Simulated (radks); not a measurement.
Isoelectronic series with 59 electrons, each ion in its NIST ground configuration. All-electron calculation, scalar-relativistic Kohn-Sham, PBE, spin-polarised, spherical densities, finite nucleus; open shells are filled with parallel spins first (spin-orbit coupling, left out, can overturn this in heavy ions); Fermi nuclear charge, rms radius of each element as measured or else 0.836 A^(1/3) + 0.57 fm. Program: a radial shooting solver on a logarithmic mesh with Libxc functionals. Total energies (hartree) and orbital eigenvalues (eV) (* marks an orbital that is empty in some or all of the ions):

| ion | configuration | E (hartree) | 4f down* | 4f up | 6s up* |
|---|---|---|---|---|---|
| Pr | [Xe] 4f3 6s2 | -9236.9123 | -0.0727 | -1.8460 | -3.5203 |
| Nd+ | [Xe] 4f4 6s1 | -9623.3522 | -5.9243 | -8.5132 | -8.5610 |
| Pm2+ | [Xe] 4f5 | -10019.5089 | -13.0106 | -16.2967 | -13.7592 |
| Sm3+ | [Xe] 4f5 | -10425.1997 | -30.0892 | -33.8513 | -22.1097 |
| Eu4+ | [Xe] 4f5 | -10840.3858 | -50.2761 | -54.4327 | -31.7486 |
| Gd5+ | [Kr] 4d10 4f6 5s2 5p5 | -11264.8408 | -66.5843 | -72.0948 | -42.2635 |
| Tb6+ | [Kr] 4d10 4f8 5s2 5p3 | -11698.7786 | -78.6882 | -85.0322 | -53.2320 |
| Dy7+ | [Kr] 4d10 4f9 5s2 5p2 | -12142.7089 | -98.4184 | -103.6504 | -64.9326 |
| Ho8+ | [Kr] 4d10 4f10 5s2 5p1 | -12596.7896 | -119.1604 | -123.2006 | -77.2830 |
| Er9+ | [Kr] 4d10 4f10 5s2 5p1 | -13061.4029 | -146.7001 | -150.9536 | -91.5010 |
| Tm10+ | [Kr] 4d10 4f11 5s2 | -13535.8844 | -169.8261 | -172.7358 | -105.1245 |
| Yb11+ | [Kr] 4d10 4f11 5s2 | -14020.7156 | -200.9250 | -203.9844 | -121.1031 |
| Lu12+ | [Kr] 4d10 4f11 5s2 | -14515.6772 | -234.1195 | -237.3258 | -138.0465 |

4f up drops below 6s up between Nd+ and Pm2+.
